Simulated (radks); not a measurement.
Problem. These are the eigenvalues of the occupied orbitals of an atom or ion with whole-number occupations (hartree). Calculated with a radial shooting solver on a logarithmic mesh with Libxc functionals: Dirac Kohn-Sham, BLYP, spin-unpolarised, spherical densities, finite nucleus; Fermi nuclear charge, rms radius of each element as measured or else 0.836 A^(1/3) + 0.57 fm.

orbital  eigenvalue
1s1/2     -2424.808
2s1/2     -438.9631
2p1/2     -420.5949
2p3/2     -376.8201
3s1/2     -123.0684
3p1/2     -114.9433
3p3/2     -105.5133
3d3/2     -91.74684
3d5/2     -89.69574
4s1/2     -46.27180
4p1/2     -42.87283
4p3/2     -40.35007
4d3/2     -34.73194
4d5/2     -34.22072
4f5/2     -27.33181

Which element is it, and in what charge state? The configuration may be excited. Open shells, if any, fill j = l - 1/2 first.

Solution. Z = 72, hafnium, charge +25: Hf25+ in [Kr] 4d10 4f1. The list shows which subshells hold electrons but not how many an open one holds; the 1s level, -2424.8 hartree, gives Z - s = 69.6 by -(Z - s)^2/2, which with screening and relativity narrows Z to a few neighbours, and the depths of the outer levels then fix element, charge and occupations together.
